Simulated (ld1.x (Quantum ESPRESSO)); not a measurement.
iridium (Ir), ultrasoft: configuration errors across variants

iridium (Ir), ultrasoft, made with ld1.x (Quantum ESPRESSO) 7.5 (LDA (PZ), fully relativistic). Core [Xe] 4f14, reference 5d7 6s2 6p0. Waves: 6s (bound): rcut 2.00, rcutus 2.35 bohr; 6s channel at 0.05 Ry: rcut 2.00, rcutus 2.35 bohr; 6p (bound, empty): rcut 3.30, rcutus 3.80 bohr; 6p channel at 0.8 Ry: rcut 3.30, rcutus 3.80 bohr; 5d (bound): rcut 2.00, rcutus 2.50 bohr; 5d channel at 2.1 Ry: rcut 2.00, rcutus 2.50 bohr. Local part: all-electron potential smoothed inside 2.50 bohr (lloc = -1). Core correction: Bessel-smoothed model core, default radius (core density twice the valence density). Augmentation charge: PSQ, radius 2.10 bohr.

Open shells are filled in proportion to 2j + 1 (rel_dist='average').

All-electron excitation energies from the reference (eV): (1) 5d7 6s1 6p0 10.192; (2) 5d7 6s0 6p0 28.044; (3) 5d6 6s0 6p0 58.882; (4) 5d5 6s0 6p0 102.744; (5) 5d6 6s2 6p1 7.126; (6) 5d6 6s2 6p0 12.426; (7) 5d7.5 6s1.5 6p0 -0.265.

The default core radius of the base comes out at 1.20 bohr.

2 further variants failed, have other tests or another functional or relativity, and are left out.

A true bound ghost makes a file unfit for plane-wave use even where its test errors are small: the radial tests pick states by their node count and pass the ghost by.

Errors AE − PS in meV (a dash: test not solved or not reliable):

| change | (1) | (2) | (3) | (4) | (5) | (6) | (7) | bound ghosts |
| --- | --- | --- | --- | --- | --- | --- | --- | --- |
| base | -3.0 | -18 | -89 | -357 | -22 | -25 | -3.9 | none |
| wave 6s channel at 0.05 Ry: rcut 2.00, rcutus 2.35 bohr becomes 6s channel at 3.39 Ry: rcut 2.00, rcutus 2.35 bohr | -3.0 | -18 | -89 | -357 | -21 | -24 | -3.8 | none |
| waves 6s (bound): rcut 2.00, rcutus 2.82 bohr; 6s channel at 0.05 Ry: rcut 2.00, rcutus 2.82 bohr | -4.9 | -26 | -74 | -299 | -19 | -24 | -5.3 | none |
| type RRKJ; waves now 6p (bound): rc 3.80 bohr; 5d (bound): rc 2.50 bohr; 6s (bound): rc 2.35 bohr; local potential the s channel | -5.0 | -32 | -143 | -438 | -65 | -40 | -11 | none |
| all radii but the core radius scaled by about 1.25 (s 2.92, p 4.74, d 3.12 bohr, rcut 2.50/4.12/2.50); local potential all-electron potential smoothed inside 3.12 bohr (lloc = -1); augmentation PSQ, radius 2.62 bohr | -37 | -188 | -115 | -275 | -104 | -80 | -23 | none |
| augmentation PSQ, inside the norm-conserving radii | -3.6 | -21 | -101 | -383 | -51 | -26 | -4.9 | none |
| local potential all-electron potential smoothed inside 1.90 bohr (lloc = -1) | -1.4 | -9.9 | -83 | -363 | -10 | -26 | -4.1 | s |
| local potential all-electron potential smoothed inside 1.92 bohr (lloc = -1) | -1.4 | -9.8 | -83 | -363 | -17 | -26 | -4.1 | s |
| waves 5d (bound): rcut 2.00, rcutus 2.92 bohr; 5d channel at 2.1 Ry: rcut 2.00, rcutus 2.92 bohr | -1.2 | -8.8 | -78 | -379 | -23 | -25 | -4.3 | none |

(1) Give the same row for: core correction none.

Results:

(1) +6.2, +36, +42, +18, +10, +0.9, +2.8; bound ghosts: none.
